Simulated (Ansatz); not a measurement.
```yaml
crystal:
  periodic: [false, false, false]
  atoms:
    - {symbol: S, position_ang: [-0.481850, 1.516230, -0.868011]}
    - {symbol: Ge, position_ang: [-1.265993, -1.119499, -0.349092]}
    - {symbol: Cl, position_ang: [0.861896, -1.920004, 1.193168]}
    - {symbol: H, position_ang: [-0.181850, 1.566230, -0.868011]}
basis:
  gaussian: {orbitals: def2-TZVPD, fitting: {mean_field: def2-universal-jkfit}}
hamiltonian: {xc: {name: HF}}
correlation: {method: mp2}
output: {forces: true}
```

```sh
$ ansatz run in.yaml --threads 4 --pin off --events-out ev --progress --plain --max-ram 10444MiB
```

It prints (some lines left out):

```
Functional definition: HF
540 factors; integrals over basis functions are off by at most 3.1e-1 eV
mean field evaluation 1: about -79613.2477 eV, gradient 3.4e1 eV
mean field evaluation 2: about -79615.4068 eV, gradient 2.9e1 eV
mean field evaluation 4: about -79617.5183 eV, gradient 1.6e0 eV
mean field evaluation 8: about -79617.5383 eV, gradient 1.1e-6 eV
mean field -79617.53826228 eV, -2925.8905644331 hartree, gradient 1.1e-6 eV, S^2 0.000000; 0 other end points of the search recorded, 0 dependent functions left out
19 core orbitals not correlated: weight in the atoms' cores, before any rotation towards them, 0.998 or more for the frozen orbitals, at most 0.000 for the correlated occupied ones
reference -79617.53826228 eV, -2925.8905644331 hartree; 14, 14 occupied and 122, 122 virtual orbitals, 540 factors
second order -16.12898144 eV of doubles, -0.00000000 eV of singles
Total energy: -79633.66724372 eV, -2926.4832935682 hartree
Atom 0 at    -0.481850     1.516230    -0.868011 Å, force -1179.599307  -198.605821     0.158954 eV/Å
Atom 1 at    -1.265993    -1.119499    -0.349092 Å, force     3.394882     2.014952     1.234057 eV/Å
Atom 2 at     0.861896    -1.920004     1.193168 Å, force    -2.419950     0.863715    -1.763553 eV/Å
Atom 3 at    -0.181850     1.566230    -0.868011 Å, force  1178.624376   195.727153     0.370542 eV/Å
Dipole moment:    -0.872091    -0.535286    -0.349758 e Å
```

Q: Something in this input is off. What?

A: One atom was put on top of another. The run converged. The result belongs to that input, not to the molecule as meant.
